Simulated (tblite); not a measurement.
C$_{4}$H$_{5}$, charge -1, singlet, geometry from GFN2-xTB; GFN1-xTB run with tblite.

tblite was given this input:
```
$ tblite run mol.xyz --method gfn1 --charge -1 --spin 0 --guess eeq --json tblite.json --no-restart

# file mol.xyz
9

C     -0.01348128     1.18155902     0.44895058
C      0.00640291    -1.09047136     0.32460397
C      0.75400431     0.06221722    -0.26521490
C     -0.75049844     0.04972316    -0.27751056
H     -0.01520664     2.09591209    -0.26903994
H     -0.00145211    -1.21255464     1.40980063
H      0.01870869    -2.05397794    -0.20208349
H      1.39180994    -0.01229614    -1.15053042
H     -1.37242485    -0.03525157    -1.17312134
```

Output, abridged:

```
xTB calculator
 | screened Coulomb repulsion
 | Coulomb electrostatics
 |  * isotropic Klopman-Ohno-Mataga-Nishimoto electrostatics
 |  * onsite third-order electrostatics
 | DFT-D3(BJ) dispersion correction

halogen bonding energy    0.0000000000000E+00 Eh
repulsion energy          1.4402925636650E-01 Eh
dispersion energy        -2.2034710782131E-03 Eh
number of electrons       2.2000000000000E+01 e
integral cutoff           1.9731147476801E+01 bohr

------------------------------------------------------------
  cycle        total energy    energy error   density error
------------------------------------------------------------
      1     -11.15019943983  -1.1292025E+01   6.7621566E-01
      2     -11.18517067005  -3.4971230E-02   3.9650676E-01
      3     -11.18561575200  -4.4508195E-04   5.2979077E-02
      4     -11.18651169427  -8.9594227E-04   2.1447648E-03
      5     -11.18651515102  -3.4567472E-06   5.1804538E-04
      6     -11.18651527695  -1.2592836E-07   1.9044050E-04
      7     -11.18651529369  -1.6742872E-08   1.8077185E-05
------------------------------------------------------------

electronic energy        -1.1328341078976E+01 Eh
total energy             -1.1186515293688E+01 Eh

Post processing:
 | Mayer-Wiberg bond orders

[Info] JSON dump of results written to 'tblite.json'
```
